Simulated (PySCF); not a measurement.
Excitation energy of N²⁺ by level of theory

N²⁺ [He] 2s2 2p1 (2P) → N²⁺ [He] 2s1 2p1 3s1 (4P), as a difference of total energies. All numbers are calculated (PySCF 2.14, the spin-free X2C one-electron Hamiltonian (Gaussian nucleus), in aug-cc-pCVTZ-DK (7s6p4d2f, 59 functions)). Correlated levels: valence: 1s2 frozen; valence and next inner shell: nothing frozen. The calculations carry no spin-orbit coupling.

```json
{"method": "UHF", "excitation energy (eV)": "33.704"}
{"method": "LDA", "excitation energy (eV)": "34.890"}
{"method": "PBE", "excitation energy (eV)": "34.884"}
{"method": "PBE0", "excitation energy (eV)": "34.904"}
{"method": "r2SCAN", "excitation energy (eV)": "34.764"}
{"method": "BP86", "excitation energy (eV)": "35.105"}
{"method": "revPBE", "excitation energy (eV)": "34.943"}
{"method": "TPSS", "excitation energy (eV)": "35.228"}
{"method": "r2SCAN0", "excitation energy (eV)": "34.822"}
{"method": "MP2 (valence)", "excitation energy (eV)": "35.052"}
{"method": "SCS-MP2 (valence)", "excitation energy (eV)": "35.438"}
{"method": "MP2 (valence and next inner shell)", "excitation energy (eV)": "35.096"}
{"method": "SCS-MP2 (valence and next inner shell)", "excitation energy (eV)": "35.473"}
```

**Question.** How much does correlation contribute at MP2 (valence and next inner shell)?

**Answer.** 35.096 − (33.704) = 1.392 eV, measured against UHF.

The promoted electron is Rydberg-like, and one or two diffuse shells describe it only roughly, which tends to raise the upper state.
